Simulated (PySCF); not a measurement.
Identify the compound

The spectra below were simulated for a compound C7H14OSi.

1H NMR (400 MHz, computed): δ 6.12 (m, 1H), 5.98 (m, 1H), 5.39 (m, 1H), 4.29 (m, 1H), 4.20 (m, 1H), 0.26 (s, 9H).

13C{1H} NMR (computed): δ 163.0 (C), 142.6 (CH), 122.8 (CH2), 96.4 (CH2), -0.5 (CH3, 3C).

Theory: coordinates at the PBE0-D3(BJ)/def2-SVP level, PBE0/pcSseg-1 with gauge-including orbitals, in PySCF (one conformer, non-relativistic, in vacuum, one averaged value for each set of equivalent atoms).

Scale: TMS for 1H (σ = 31.27 ppm), 13C (σ = 184.41 ppm) (reference shieldings calculated alike).

Deduce the structure.

## Answers


- Rings plus π bonds: 2 (no ring in the answer).
- 5 carbon signals for 7 carbons: some carbons are equivalent by symmetry or fast rotation.
- Carbon types of the structure: 1 × C, 1 × CH, 2 × CH2, 3 × CH3, which accounts for all hydrogens.
- δC 163.0: alkene carbon bearing oxygen; an sp2 carbon further deshielded by the attached heteroatom.
- δC 142.6: alkene CH; the olefinic region.
- δC 122.8: terminal =CH2 carbon; an sp2 carbon of a C=C bond.
- δC 96.4: β carbon of an enol-ether or enamine type C=C; the O or N lone pair pushes π density onto this β carbon and shields it.
- δC -0.5: methyl carbon bonded to Si; an electropositive neighbour leaves it electron-rich and shielded.
- δH 5.98, 5.39: hydrogen on a terminal =CH2 carbon; a vinylic proton, deshielded by the sp2 carbon and the C=C anisotropy.
- δH 4.29, 4.20: hydrogen on a β carbon of an enol-ether or enamine type C=C; lone-pair donation from O or N shields it, upfield of ordinary alkene protons.

The compound is `InChI=1S/C7H14OSi/c1-6-7(2)8-9(3,4)5/h6H,1-2H2,3-5H3`.

The shifts were computed for this structure.

Shifts are as computed. Against solution values, carbons near 30 ppm lie about +2 ppm off and those near 130 ppm about +5 ppm. Of 1211 compounds with measured shifts, 218 miss one by over three times the rms of a fit or turn the order of signals round; such compounds aren't used in these exercises. Multiplicities follow the n + 1 count of equivalent neighbours, as no J values were calculated; m marks all less simple cases, F and P coupling included.
